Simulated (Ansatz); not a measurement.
`[NH2][GeH]` + `[SiH3]N[SiH3]` → `[SiH3][N]([SiH3])[GeH]` + NH₃ at 500 K and 1 bar (ligand exchange at a Ge–N bond).

Calculated with Ansatz (gas phase, PBE0-D4/def2-TZVP geometries, no zero-point term in ΔE). CCSD(T)/CBS adds triple-zeta CCSD(T) − MP2 to the extrapolated MP2 energy (def2 sets, frozen cores). This one scheme is used for every species. For Ge outer-core shells are correlated without core-valence functions, which leaves a few kJ/mol of doubt a bond. Scalar relativity is left out up to krypton.

```
                 species  CCSD(T)/CBS energy (Eh)  H − E (kJ/mol)  S (J/(mol·K))
            `[NH2][GeH]`              -2132.60664           108.6          289.7
         `[SiH3]N[SiH3]`               -637.10515           216.0          394.7
`[SiH3][N]([SiH3])[GeH]`              -2713.20588           217.4          436.2
                     NH₃                -56.50880           108.2          211.8
```

H − E and S are ideal-gas, rigid-rotor, harmonic terms from PBE0-D4/def2-TZVP. 1 Eh = 2625.50 kJ/mol, R = 8.31446 J/(mol·K).

By hand: ΔE, ΔH, ΔS and ΔG.

ΔE = (-2713.20588) + (-56.50880) − (-2132.60664) − (-637.10515) = -0.00289 Eh = -7.6 kJ/mol. Δ(H − E) = 217.4 + 108.2 − 108.6 − 216.0 = 1.0, so ΔH = -6.6 kJ/mol. ΔS = 436.2 + 211.8 − 289.7 − 394.7 = -36.4 J/(mol·K). ΔG = -6.6 − 500 × (-36.4)/1000 = 11.6 kJ/mol.

By hand: the equilibrium constant, and the temperature at which ΔG would vanish if ΔH and ΔS stayed fixed.

log₁₀ K = −ΔG/(RT ln 10) = -1.2. ΔG = 0 at ΔH/ΔS = 181 K, though so small a ΔH makes that figure unsure.

TΔS isn't small against ΔH here. A doubt of 5 kJ/mol in ΔE shifts log₁₀ K by 0.5 here. Modes under 60 cm⁻¹, often nearly free rotors, make the harmonic entropy too high. These are equilibria of isolated gas molecules and say nothing of rates. Largest T1 diagnostic: 0.015 (customary marks: 0.02 for closed shells, 0.045 for open ones).
